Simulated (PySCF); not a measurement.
Vertical excitations of a molecule CH12OSi4 from TDA-LC-ωPBE/def2-SVPD in PySCF, as energy in eV (oscillator strength): 6.72 (0.017), 7.13 (0.062), 7.44 (0.001), 7.71 (0.115), 7.85 (0.027), 7.93 (0.062). Lowest triplet (TDA): 5.81 eV. Geometry: PBE0-D3(BJ)/def2-SVP. One conformer was computed; it need not be the lowest.

**Question.** Which structure fits?
A) CO[Si@@H]([SiH3])[SiH2][SiH3]
B) O[Si@H](C[SiH3])[SiH2][SiH3]
C) [SiH3]O[SiH2]C([SiH3])[SiH3]
D) CO[Si]([SiH3])([SiH3])[SiH3]

**Answer.** B, O[Si@H](C[SiH3])[SiH2][SiH3]
